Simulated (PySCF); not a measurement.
MoO₂Cl₂, SMILES [O]=[Mo](=[O])([Cl])[Cl], multiplicity 1. Heavy atoms are numbered as in [Mo:1](=[O:2])(=[O:3])([Cl:4])[Cl:5].

Geometry: PBE0-D3(BJ)/def2-SVP. The spin state was assumed, not searched. The isomer is the one that the SMILES or the coordinates give; other isomers of the formula were not compared. The def2 effective core potentials stand for the cores of Mo; spin–orbit coupling is left out.

Level of theory: CAM-B3LYP/def2-TZVP (PySCF).

ESP charges are fitted to the potential on shells at 1.4 to 2.0 van der Waals radii. Atomic charges (e), one atom of each kind:

```tsv
atom	Löwdin	ESP fit
Mo1	0.28	___
O2	-0.23	___
Cl4	0.09	___
```

### Question
Some entries are withheld; supply them. (An estimate is asked for; the answer gives what the named calculation found.)

### Answer

- Mo1, ESP fit: 0.71
- O2, ESP fit: -0.25
- Cl4, ESP fit: -0.10
